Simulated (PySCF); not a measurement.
## From computed data to an observable: chemical shift, span and skew from a shielding tensor

C3H9NSi, SMILES [SiH3][C@H]1CCN1. Atoms are numbered in the order given.

```xyz
14

Si     1.7453     0.2956     0.2565
C      0.0842    -0.3616    -0.3705
C     -0.9532    -0.9008     0.6442
C     -1.9772    -0.0427    -0.1158
N     -0.8702     0.7151    -0.7014
H      2.3814     1.1495    -0.7945
H      1.5235     1.1152     1.4858
H      2.6852    -0.8250     0.5847
H      0.2309    -1.0965    -1.1898
H     -1.1134    -1.9869     0.6674
H     -0.7799    -0.5401     1.6689
H     -2.6893     0.5529     0.4802
H     -2.5545    -0.6449    -0.8456
H     -0.9494     0.9628    -1.6847
```
Charge 0, spin multiplicity 1.

Coordinates come from a PBE0-D3(BJ)/def2-SVP optimisation. The structure was generated by enumeration; whether it is a known compound was not checked.

GIAO shieldings from PBE/pcSseg-1 in PySCF, non-relativistic, no solvent. The symmetric part of the tensor of C3 has the principal values 137.3, 144.7, 171.5 ppm. The same nucleus in TMS has σ = 182.0 ppm at this level (PySCF, at its B3LYP-D3(BJ)/def2-TZVP geometry).

Question: Work out the isotropic shielding, the ¹³C shift against TMS, the span and the skew.

Answer: 
σ(iso) = (σ11 + σ22 + σ33)/3 = 151.2 ppm. δ = σ(ref) − σ(iso) = 182.0 − (151.2) = 30.8 ppm.
Span Ω = σ33 − σ11 = 34.2 ppm. Skew κ = 3(σ(iso) − σ22)/Ω = 0.57. Tumbling in solution averages the tensor to δ; in a static solid the shielding alone would spread this spin-1/2 line over Ω.
